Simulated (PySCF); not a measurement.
## Frontier levels across methods

BH₇O₃Si₂.
Structure used (PBE0-D3(BJ)/def2-SVP), in Å, numbered top down from 1:
```
atom  x, y, z in Å
O1    -2.100   -0.369   -0.947
Si2   -1.895    0.768    0.253
Si3    0.399    0.819    0.819
B4     1.280   -0.660   -0.282
O5     2.597   -0.783   -0.588
O6     0.438   -1.623   -0.770
H7    -1.377   -1.014   -1.007
H8    -2.701    0.446    1.474
H9    -2.359    2.092   -0.259
H10    0.612    0.544    2.279
H11    1.053    2.139    0.530
H12    3.145   -0.079   -0.230
H13    0.910   -2.293   -1.285
```

Basis pcSseg-1 throughout (PySCF), one geometry. Geometry: PBE0-D3(BJ)/def2-SVP, one conformer, isolated molecule.

Question: How do the orbital energies, the gap and the dipole change with the method?

Answer: 
```json
{"method": "BLYP", "kind": "GGA", "HOMO (eV)": "-6.28", "LUMO (eV)": "-1.23", "gap (eV)": "5.05", "μ (D)": "3.39", "SCF cycles": "16"}
{"method": "OPBE", "kind": "GGA", "HOMO (eV)": "-6.40", "LUMO (eV)": "-1.29", "gap (eV)": "5.12", "μ (D)": "3.39", "SCF cycles": "16"}
{"method": "B97-D", "kind": "GGA", "HOMO (eV)": "-6.42", "LUMO (eV)": "-1.27", "gap (eV)": "5.15", "μ (D)": "3.38", "SCF cycles": "16"}
{"method": "PBE", "kind": "GGA", "HOMO (eV)": "-6.42", "LUMO (eV)": "-1.41", "gap (eV)": "5.01", "μ (D)": "3.40", "SCF cycles": "15"}
{"method": "LDA", "kind": "LDA", "HOMO (eV)": "-6.53", "LUMO (eV)": "-1.62", "gap (eV)": "4.91", "μ (D)": "3.48", "SCF cycles": "16"}
{"method": "KT2", "kind": "GGA", "HOMO (eV)": "-6.53", "LUMO (eV)": "-1.45", "gap (eV)": "5.08", "μ (D)": "3.27", "SCF cycles": "17"}
{"method": "KT3", "kind": "GGA", "HOMO (eV)": "-6.53", "LUMO (eV)": "-1.36", "gap (eV)": "5.16", "μ (D)": "3.26", "SCF cycles": "16"}
{"method": "BP86", "kind": "GGA", "HOMO (eV)": "-6.53", "LUMO (eV)": "-1.48", "gap (eV)": "5.05", "μ (D)": "3.40", "SCF cycles": "15"}
{"method": "B97-2", "kind": "global hybrid", "HOMO (eV)": "-7.44", "LUMO (eV)": "-0.56", "gap (eV)": "6.87", "μ (D)": "3.37", "SCF cycles": "13"}
{"method": "B3LYP", "kind": "global hybrid", "HOMO (eV)": "-7.45", "LUMO (eV)": "-0.72", "gap (eV)": "6.73", "μ (D)": "3.39", "SCF cycles": "14"}
{"method": "PBE0", "kind": "global hybrid", "HOMO (eV)": "-7.67", "LUMO (eV)": "-0.56", "gap (eV)": "7.12", "μ (D)": "3.39", "SCF cycles": "13"}
{"method": "mPW1PW91", "kind": "global hybrid", "HOMO (eV)": "-7.71", "LUMO (eV)": "-0.56", "gap (eV)": "7.15", "μ (D)": "3.38", "SCF cycles": "13"}
{"method": "BHandHLYP", "kind": "global hybrid", "HOMO (eV)": "-8.78", "LUMO (eV)": "0.42", "gap (eV)": "9.19", "μ (D)": "3.39", "SCF cycles": "13"}
{"method": "CAM-B3LYP", "kind": "range-separated hybrid", "HOMO (eV)": "-8.95", "LUMO (eV)": "0.58", "gap (eV)": "9.53", "μ (D)": "3.43", "SCF cycles": "13"}
{"method": "wB97X-D", "kind": "range-separated hybrid", "HOMO (eV)": "-9.49", "LUMO (eV)": "1.23", "gap (eV)": "10.72", "μ (D)": "3.39", "SCF cycles": "14"}
{"method": "LC-wPBE", "kind": "range-separated hybrid", "HOMO (eV)": "-10.25", "LUMO (eV)": "1.66", "gap (eV)": "11.91", "μ (D)": "3.44", "SCF cycles": "13"}
{"method": "HF", "kind": "Hartree–Fock", "HOMO (eV)": "-10.47", "LUMO (eV)": "2.74", "gap (eV)": "13.22", "μ (D)": "3.42", "SCF cycles": "10"}
```

The HOMO spans 4.20 eV, from BLYP down to HF, and the gap runs from 4.91 eV (LDA) to 13.22 eV (HF). Over the methods BLYP (0 %), OPBE (0 %), B97-D (0 %), PBE (0 %), LDA (0 %), KT2 (0 %), KT3 (0 %), BP86 (0 %), B97-2 (21 %), B3LYP (20 %), PBE0 (25 %), mPW1PW91 (25 %), BHandHLYP (50 %), HF (100 %), a straight line through the gap against the share of exact exchange rises by 0.82 eV for each 10 % (correlation coefficient 1.000). The dipole ranges from 3.26 D (KT3) to 3.48 D (LDA). This basis has no diffuse functions.
